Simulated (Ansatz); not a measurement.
Calculated with Ansatz (gas phase, PBE0-D4/def2-TZVP geometries, no zero-point term in ΔE). CCSD(T)/CBS is the MP2 limit (def2-TZVPP, def2-QZVPP) plus CCSD(T) − MP2 in def2-TZVPP, frozen cores. This one scheme is used for every species. Functionals use def2-TZVPP. B3LYP here is the variant with VWN-RPA as its local correlation; programs differ in this. For Ge outer-core shells are correlated without core-valence functions, which leaves a few kJ/mol of doubt a bond. Scalar relativity is left out up to krypton. Each species was taken in one conformer, which may not be the lowest.

Consider the formal hydrolysis of the Si–Ge bond: `CO[Si](C)(F)[GeH3]` + H₂O → `CO[Si](C)(O)F` + GeH₄.

```json
{"level": "PBE-D4", "ΔE (kJ/mol)": "-94.0", "difference from CCSD(T)/CBS": "15.8"}
{"level": "r2SCAN-D4", "ΔE (kJ/mol)": "-114.6", "difference from CCSD(T)/CBS": "-4.8"}
{"level": "PBE0-D4", "ΔE (kJ/mol)": "-102.5", "difference from CCSD(T)/CBS": "7.3"}
{"level": "B3LYP-D4", "ΔE (kJ/mol)": "-112.1", "difference from CCSD(T)/CBS": "-2.3"}
{"level": "ωB97X-V", "ΔE (kJ/mol)": "-115.3", "difference from CCSD(T)/CBS": "-5.5"}
{"level": "ωB97M-V", "ΔE (kJ/mol)": "-117.4", "difference from CCSD(T)/CBS": "-7.6"}
{"level": "B2PLYP", "ΔE (kJ/mol)": "-119.8", "difference from CCSD(T)/CBS": "-10.0"}
{"level": "PBE", "ΔE (kJ/mol)": "-98.0", "difference from CCSD(T)/CBS": "11.8"}
{"level": "r2SCAN", "ΔE (kJ/mol)": "-115.8", "difference from CCSD(T)/CBS": "-6.0"}
{"level": "PBE0", "ΔE (kJ/mol)": "-106.5", "difference from CCSD(T)/CBS": "3.3"}
{"level": "B3LYP", "ΔE (kJ/mol)": "-118.6", "difference from CCSD(T)/CBS": "-8.8"}
{"level": "HF/def2-TZVPP", "ΔE (kJ/mol)": "-144.2", "difference from CCSD(T)/CBS": "-34.4"}
{"level": "MP2/def2-TZVPP", "ΔE (kJ/mol)": "-116.2", "difference from CCSD(T)/CBS": "-6.4"}
{"level": "SCS-MP2/def2-TZVPP", "ΔE (kJ/mol)": "-120.8", "difference from CCSD(T)/CBS": "-11.0"}
{"level": "CCSD/def2-TZVPP", "ΔE (kJ/mol)": "-118.7", "difference from CCSD(T)/CBS": "-8.9"}
{"level": "CCSD(T)/def2-TZVPP", "ΔE (kJ/mol)": "-114.9", "difference from CCSD(T)/CBS": "-5.1"}
{"level": "HF/def2-QZVPP", "ΔE (kJ/mol)": "-145.6", "difference from CCSD(T)/CBS": "-35.8"}
{"level": "MP2/def2-QZVPP", "ΔE (kJ/mol)": "-113.8", "difference from CCSD(T)/CBS": "-4.0"}
{"level": "SCS-MP2/def2-QZVPP", "ΔE (kJ/mol)": "-119.0", "difference from CCSD(T)/CBS": "-9.2"}
{"level": "HF/CBS(def2)", "ΔE (kJ/mol)": "-145.8", "difference from CCSD(T)/CBS": "-36.0"}
{"level": "MP2/CBS(def2)", "ΔE (kJ/mol)": "-111.1", "difference from CCSD(T)/CBS": "-1.3"}
{"level": "CCSD/CBS(def2)", "ΔE (kJ/mol)": "-113.6", "difference from CCSD(T)/CBS": "-3.8"}
{"level": "CCSD(T)/CBS", "ΔE (kJ/mol)": "-109.8", "difference from CCSD(T)/CBS": "0"}
```

Largest T1 diagnostic among the species: 0.012.

The D4 term adds +6.5 kJ/mol with B3LYP and +4.0 kJ/mol with PBE0; it sums over pairs of atoms, weighted by their polarisabilities, and B3LYP, whose exchange is more repulsive, gets the larger term. In def2-TZVPP, CCSD(T) changes the Hartree–Fock value by +29.3 kJ/mol (the triples alone add +3.8 kJ/mol) and MP2 by +28.0 kJ/mol. From PBE to PBE0 (25 % exact exchange), in def2-TZVPP and without D4, ΔE moves by −8.5 kJ/mol.
